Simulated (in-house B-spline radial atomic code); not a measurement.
# One electron outside the [Ar] 3d10 core: Zr¹¹⁺

Computed with a B-spline radial code for spherical atoms, no-pair Dirac-Coulomb Hamiltonian, finite nucleus. Rungs: frozen-core Dirac-Hartree-Fock (DHF); Brueckner orbitals from the second-order correlation potential; the same with the Coulomb interaction screened by the core and the hole-particle interaction summed; Breit and QED terms from differences of relaxed Dirac-Fock atoms, where computed. Partial waves beyond l = 6 are extrapolated. The tables show a selection of states; those near core-excited levels, with erratic corrections or far from their DHF start are never shown.

Command:
```bash
python run_mb.py task.json out
```
Settings (nuclear radius in fm, box in bohr, cutoff in hartree):
```
basis_form          2
Z                   40
core_configuration  [Ar] 3d10
rms_radius          4.2694
mass_number         90
speed_of_light      137.036
box_radius          17.6
lmax                6
intervals           64
virtual_cutoff      3200.0
```

Cost of the run: 2.3 min on 1 thread of Arm Neoverse N1, with other jobs on the host.

Removal energies (eV):

```tsv
state	DHF	second order	screened	Breit + QED	final
4s1/2	235.032	236.504	236.395	-0.149	236.246
4p1/2	209.684	211.02	210.931	-0.122	210.809
4p3/2	206.915	208.19	208.107	-0.079	208.028
4d3/2	166.251	167.293	167.239	-0.0277	167.211
4d5/2	165.8	166.832	166.778	-0.0102	166.768
5s1/2	128.137	?	?	?	?
4f5/2	126.924	127.675	127.662	-	-
4f7/2	126.923	127.67	127.657	-	-
5p1/2	117.383	117.937	117.881	-0.0503	117.831
5p3/2	116.24	116.776	116.723	-0.0327	116.69
5d3/2	98.6963	99.1798	99.1375	-0.013	99.1246
5d5/2	98.4935	?	?	?	?
```

What does correlation do to 5s1/2?

It adds 0.5883 eV to the removal energy in second order and 0.5252 eV with screening; Breit and QED add -0.0591 eV, for a final 128.603 eV.

What does correlation do to 5d5/2?

It adds 0.4788 eV to the removal energy in second order and 0.4368 eV with screening; Breit and QED add -0.00471 eV, for a final 98.9256 eV.

How does the lowest state compare with the NIST ionisation energy?

4s1/2 is bound by 236.246 eV, without recoil; NIST lists 236.252 ± 0.025 eV (measured), a difference of -0.006 eV.

Electric-dipole lines from 4s1/2 (reduced matrix elements in atomic units, length form, static core polarisation, sign of DHF taken positive):

```tsv
upper	DHF	+ core polarisation	+ Brueckner	λ (nm)	A (s⁻¹)
4p1/2	0.8898	0.8393	0.835	48.742	6.1e+09
4p3/2	1.264	1.193	1.187	43.938	8.41e+09
```

Magnetic hyperfine constants per unit nuclear g factor (MHz, nucleus as a uniformly magnetised ball; they apply to isotopes with nuclear spin):

```
state    DHF  + core polarisation  + Brueckner
4s1/2  66360                71280        72860
4p1/2  18240                19660        20160
4p3/2   3159                 3383         3468
5s1/2  26380                28160        28530
5p1/2   7546                 8093         8219
5p3/2   1316                 1387         1409
```
